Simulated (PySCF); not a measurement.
Chromium: a sound run and one with changed settings

Sound run: Cr⁺ [Ar] 3d5, Cr²⁺ [Ar] 3d4. Calculation: PySCF 2.14, in jorge-DZP-DKH; scalar relativity by spin-free X2C-1e. The sound run starts from symmetry-adapted Hartree-Fock orbitals and uses a fine grid where one is needed.

Changed run: radial step 0.8 in ln r (0.13 in the sound run). This setting is unsound on purpose.

```csv
species,method,sound run (hartree),changed run (hartree),converged
Cr⁺,UHF,-1049.39206,-1049.39206,yes
Cr⁺,BP86,-1050.62706,-1050.67346,yes
Cr⁺,r2SCAN,-1050.44719,-1050.72051,yes
Cr²⁺,UHF,-1048.83855,-1048.83855,yes
Cr²⁺,BP86,-1049.99508,-1050.03279,yes
Cr²⁺,r2SCAN,-1049.82626,-1050.08701,yes
```

Ionisation energy of Cr⁺:

```
method  sound run (eV)  changed run (eV)
   UHF          15.062            15.062
  BP86          17.197            17.433
r2SCAN          16.896            17.238
```

A coarse radial grid mis-integrates the density and the exchange-correlation energy, with errors of either sign; Hartree-Fock needs no grid.

For comparison, NIST gives 16.486 eV between the lowest levels.
